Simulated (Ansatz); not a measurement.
SnH₅ClO₂, closed shell: at the end structure of a reaction step.

Input (in.yaml):

```yaml
crystal:
  periodic: [false, false, false]
  atoms:
    - {symbol: Sn, position_ang: [-0.840408, 0.272661, -1.018783]}
    - {symbol: Cl, position_ang: [2.849847, -1.062740, 0.014283]}
    - {symbol: H, position_ang: [-0.622728, -1.029315, -2.086033]}
    - {symbol: H, position_ang: [-2.460038, 0.571315, -0.599061]}
    - {symbol: H, position_ang: [0.036426, 1.671688, -1.402909]}
    - {symbol: H, position_ang: [1.624521, -0.808983, 0.436618]}
    - {symbol: O, position_ang: [-0.008185, -0.454911, 0.678754]}
    - {symbol: O, position_ang: [-0.092113, 0.640484, 1.607415]}
    - {symbol: H, position_ang: [-0.487423, 0.200000, 2.369716]}
basis:
  gaussian: {orbitals: def2-TZVPP}
hamiltonian: {xc: {name: wB97M-V}}
```

Run by:

```bash
ansatz run in.yaml --threads 4 --pin off --events-out ev --progress --plain --max-ram 9574MiB
```

What Ansatz 0.2.0 printed:

```
Functional definition: wB97M-V
  name "wB97M-V"
  cite "Mardirossian & Head-Gordon, J. Chem. Phys. 144, 214110 (2016) doi:10.1063/1.4952647"
  cite "Becke, J. Chem. Phys. 107, 8554 (1997) doi:10.1063/1.475007"
  cite "Vydrov & Van Voorhis, J. Chem. Phys. 133, 244103 (2010) doi:10.1063/1.3521275"
  # Of w^i u^j: cxij and so on, Table III.
  parameter omega = 0.3/bohr
  parameter cx = 0.15
  parameter cx01 = 1.007
  parameter cx10 = 0.259
  parameter css00 = 0.443
  parameter css04 = -1.437
  parameter css10 = -4.535
  parameter css20 = -3.390
  parameter css43 = 4.278
  parameter cos00 = 1.000
  parameter cos10 = 1.358
  parameter cos20 = 2.924
  parameter cos21 = -8.812
  parameter cos60 = -1.390
  parameter cos61 = 9.142
  parameter b = 6.0
  parameter c = 0.01
  gx(w, u) = 1 - cx + cx01*u + cx10*w
  gss(w, u) = css00 + css04*u^4 + css10*w + css20*w^2 + css43*w^4*u^3
  gos(w, u) = cos00 + cos10*w + (cos20 + cos21*u)*w^2 + (cos60 + cos61*u)*w^6
  exchange = spin_sum(e_x_unif_sr(omega)*gx(b97_w, b97_u_x)) + cx*exact_x_sr(omega) + exact_x_lr(omega)
  correlation = spin_sum(e_c_pw_mod_same_spin*gss(b97_w, b97_u_same))
      + integral(e_c_pw_mod_opposite_spin*gos(b97_w_opposite, b97_u_opposite)) + vv10(b, c)
1339 factors; their error is unknown
284 factors; integrals over basis functions are off by at most 4.3e-5 eV
mean field evaluation 1: about -22523.3144 eV, gradient 3.6e1 eV
mean field evaluation 2: about -22524.0772 eV, gradient 3.3e1 eV
mean field evaluation 4: about -22525.7176 eV, gradient 2.5e0 eV
mean field evaluation 8: about -22525.7349 eV, gradient 3.1e-2 eV
mean field evaluation 16: about -22525.7945 eV, gradient 1.3e-4 eV
mean field -22525.79449531 eV, -827.8076791708 hartree, gradient 4.2e-5 eV, S^2 0.000000; 0 other end points of the search recorded, 0 dependent functions left out
reference -22525.79455437 eV, -827.8076813413 hartree; 30, 30 occupied and 194, 194 virtual orbitals, 1339 factors
Total energy: -22525.79455437 eV, -827.8076813413 hartree
```

The lines “mean field evaluation” count trial sets of orbitals through the whole run, from several starts and some on an approximate energy, so they need not fall steadily or lie above the final value.

Hardware: 4 CPU threads of an Arm Neoverse V2, shared host. Wall time about 8 s.
